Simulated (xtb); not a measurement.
xtb input (GFN2-xTB):

```bash
xtb mol.xyz --gfn 2 --sp --chrg -1 --uhf 0
```
mol.xyz:
```
4

C      1.18542969    -0.38450131    -0.18488548
C      0.01177011     0.02005974     0.00595913
O     -1.17207120     0.27784900     0.14939956
H      2.19337076    -0.03614256    -0.12163843
```

Output:

```
           -------------------------------------------------
          |                Calculation Setup                |
           -------------------------------------------------

           -------------------------------------------------
          |                 G F N 2 - x T B                 |
           -------------------------------------------------

        Reference                      10.1021/acs.jctc.8b01176
      * Hamiltonian:
        H0-scaling (s, p, d)           1.850000    2.230000    2.230000
        zeta-weighting                 0.500000
      * Dispersion:
        s8                             2.700000
        a1                             0.520000
        a2                             5.000000
        s9                             5.000000
      * Repulsion:
        kExp                           1.500000    1.000000
        rExp                           1.000000
      * Coulomb:
        alpha                          2.000000
        third order                    shell-resolved
        anisotropic                    true
        a3                             3.000000
        a5                             4.000000
        cn-shift                       1.200000
        cn-exp                         4.000000
        max-rad                        5.000000

          ...................................................
          :                      SETUP                      :
          :.................................................:
          :  # basis functions                  13          :
          :  # atomic orbitals                  13          :
          :  # shells                            7          :
          :  # electrons                        16          :
          :  max. iterations                   250          :
          :  Hamiltonian                  GFN2-xTB          :
          :  restarted?                      false          :
          :  GBSA solvation                  false          :
          :  PC potential                    false          :
          :  electronic temp.          300.0000000     K    :
          :  accuracy                    1.0000000          :
          :  -> integral cutoff          0.2500000E+02      :
          :  -> integral neglect         0.1000000E-07      :
          :  -> SCF convergence          0.1000000E-05 Eh   :
          :  -> wf. convergence          0.1000000E-03 e    :
          :  Broyden damping             0.4000000          :
          :  net charge                         -1          :
          :  unpaired electrons                  0          :
          ...................................................

 iter      E             dE          RMSdq      gap      omega  full diag
   1     -9.0372991 -0.903730E+01  0.847E+00    5.87       0.0  T
   2     -9.0434263 -0.612719E-02  0.572E+00    5.05       1.0  T
   3     -9.0678531 -0.244268E-01  0.373E+00    5.52       1.0  T
   4     -9.0972522 -0.293990E-01  0.987E-01    5.22       1.0  T
   5     -9.0978276 -0.575435E-03  0.121E-01    5.20       1.0  T
   6     -9.0978428 -0.152112E-04  0.387E-02    5.21       1.3  T
   7     -9.0978441 -0.124150E-05  0.126E-02    5.21       4.0  T
   8     -9.0978444 -0.281771E-06  0.196E-03    5.21      25.5  T
   9     -9.0978444 -0.931506E-08  0.102E-03    5.21      49.0  T
  10     -9.0978444 -0.773317E-09  0.125E-04    5.21     400.9  T
  11     -9.0978444 -0.300382E-11  0.117E-04    5.21     428.0  T

   *** convergence criteria satisfied after 11 iterations ***

         #    Occupation            Energy/Eh            Energy/eV
      -------------------------------------------------------------
         1        2.0000           -0.4091693             -11.1341
         2        2.0000           -0.3179295              -8.6513
         3        2.0000           -0.2641705              -7.1884
         4        2.0000           -0.2245387              -6.1100
         5        2.0000           -0.2199729              -5.9858
         6        2.0000           -0.2052850              -5.5861
         7        2.0000           -0.0764771              -2.0810
         8        2.0000           -0.0701042              -1.9076 (HOMO)
         9                          0.1212653               3.2998 (LUMO)
        10                          0.1580760               4.3015
        11                          0.4184173              11.3857
        12                          0.6923555              18.8400
        13                          1.4753447              40.1462
      -------------------------------------------------------------
                  HL-Gap            0.1913694 Eh            5.2074 eV
             Fermi-level            0.0255806 Eh            0.6961 eV

 SCC (total)                   0 d,  0 h,  0 min,  0.001 sec
 SCC setup                      ...        0 min,  0.000 sec (  4.738%)
 Dispersion                     ...        0 min,  0.000 sec (  1.490%)
 classical contributions        ...        0 min,  0.000 sec (  0.857%)
 integral evaluation            ...        0 min,  0.000 sec ( 13.790%)
 iterations                     ...        0 min,  0.001 sec ( 55.944%)
 molecular gradient             ...        0 min,  0.000 sec ( 18.871%)
 printout                       ...        0 min,  0.000 sec (  3.902%)

         :::::::::::::::::::::::::::::::::::::::::::::::::::::
         ::                     SUMMARY                     ::
         :::::::::::::::::::::::::::::::::::::::::::::::::::::
         :: total energy              -8.965778732980 Eh    ::
         :: gradient norm              0.085082409121 Eh/a0 ::
         :: HOMO-LUMO gap              5.207427435108 eV    ::
         ::.................................................::
         :: SCC energy                -9.097844390886 Eh    ::
         :: -> isotropic ES            0.187541567992 Eh    ::
         :: -> anisotropic ES          0.014091360749 Eh    ::
         :: -> anisotropic XC          0.003453185822 Eh    ::
         :: -> dispersion             -0.001532619497 Eh    ::
         :: repulsion energy           0.132065657906 Eh    ::
         :: add. restraining           0.000000000000 Eh    ::
         :: total charge              -1.000000000000 e     ::
         :::::::::::::::::::::::::::::::::::::::::::::::::::::

           -------------------------------------------------
          |                Property Printout                |
           -------------------------------------------------

    * Orbital Energies and Occupations

         #    Occupation            Energy/Eh            Energy/eV
      -------------------------------------------------------------
         1        2.0000           -0.4091693             -11.1341
         2        2.0000           -0.3179295              -8.6513
         3        2.0000           -0.2641705              -7.1884
         4        2.0000           -0.2245387              -6.1100
         5        2.0000           -0.2199729              -5.9858
         6        2.0000           -0.2052850              -5.5861
         7        2.0000           -0.0764771              -2.0810
         8        2.0000           -0.0701042              -1.9076 (HOMO)
         9                          0.1212653               3.2998 (LUMO)
        10                          0.1580760               4.3015
        11                          0.4184173              11.3857
        12                          0.6923555              18.8400
        13                          1.4753447              40.1462
      -------------------------------------------------------------
                  HL-Gap            0.1913694 Eh            5.2074 eV
             Fermi-level            0.0255806 Eh            0.6961 eV
Note: The following floating-point exceptions are signalling: IEEE_DENORMAL
normal termination of xtb

     #   Z          covCN         q      C6AA      α(0)
     1   6 C        1.908    -0.385    43.546    10.657
     2   6 C        1.836     0.094    28.819     8.673
     3   8 O        0.856    -0.613    26.432     6.893
     4   1 H        0.927    -0.097     5.443     3.648

 Mol. C6AA /au·bohr⁶  :        375.414849
 Mol. C8AA /au·bohr⁸  :       9075.088389
 Mol. α(0) /au        :         29.871244

Wiberg/Mayer (AO) data.
largest (>0.10) Wiberg bond orders for each atom

 ---------------------------------------------------------------------------
     #   Z sym  total        # sym  WBO       # sym  WBO       # sym  WBO
 ---------------------------------------------------------------------------
     1   6 C    3.748 --     2 C    2.402     4 H    0.959     3 O    0.388
     2   6 C    3.929 --     1 C    2.402     3 O    1.512
     3   8 O    1.917 --     2 C    1.512     1 C    0.388
     4   1 H    0.991 --     1 C    0.959
 ---------------------------------------------------------------------------

Topologies differ in total number of bonds
Writing topology from bond orders to xtbtopo.mol

molecular dipole:
                 x           y           z       tot (Debye)
 q only:        0.097      -0.032      -0.015
   full:        0.267       0.134       0.030       0.763
molecular quadrupole (traceless):
                xx          xy          yy          xz          yz          zz
 q only:       -6.358       2.049       2.976       1.164      -0.285       3.383
  q+dip:       -4.195       2.532       1.845       1.163      -0.348       2.350
   full:       -5.449       2.984       2.404       1.410      -0.427       3.045

           -------------------------------------------------
          | TOTAL ENERGY               -8.965778732980 Eh   |
          | GRADIENT NORM               0.085082409121 Eh/α |
          | HOMO-LUMO GAP               5.207427435108 eV   |
           -------------------------------------------------

------------------------------------------------------------------------
------------------------------------------------------------------------
 total:
 SCF:
```

It need not be the lowest isomer of its formula. Whether it binds its extra electron was not tested at this geometry.
